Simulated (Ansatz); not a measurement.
Compare A (`BCO/C=N/C`) with its isomer B (`B/N=C\OCC`).

Program: Ansatz. Geometries: PBE0-D4/def2-TZVP. ΔE: electronic, gas phase. CCSD(T)/CBS is the MP2 limit (def2-TZVPP, def2-QZVPP) plus CCSD(T) − MP2 in def2-TZVPP, frozen cores. Double bonds are as drawn, so ΔE can hold a change between cis and trans. Functionals use def2-TZVPP. B3LYP here is the variant with VWN-RPA as its local correlation; programs differ in this. One conformer a species, not always the lowest.

**Question.** Which is lower in electronic energy at CCSD(T)/CBS, and by how much? (Best estimate.)

**Answer.** Ansatz gave: B, by 30.5 kcal/mol.

**Question.** Give E(B) − E(A) in kcal/mol with HF/def2-TZVPP, B3LYP, MP2/def2-TZVPP, CCSD(T)/def2-TZVPP, PBE0-D4, B3LYP-D4, CCSD/def2-TZVPP. (An estimate is asked.)

**Answer.** Computed: HF/def2-TZVPP -28.5, B3LYP -32.8, MP2/def2-TZVPP -31.0, CCSD(T)/def2-TZVPP -30.5, PBE0-D4 -31.6, B3LYP-D4 -32.3, CCSD/def2-TZVPP -30.1. None reverses the order clearly.

Largest T1 diagnostic: 0.014.

From PBE to PBE0 (25 % exact exchange), in def2-TZVPP and without D4, E(B) − E(A) moves by +1.3 kcal/mol. In def2-TZVPP, CCSD(T) changes the Hartree–Fock value by −1.9 kcal/mol (the triples alone add −0.4 kcal/mol) and MP2 by −2.4 kcal/mol.
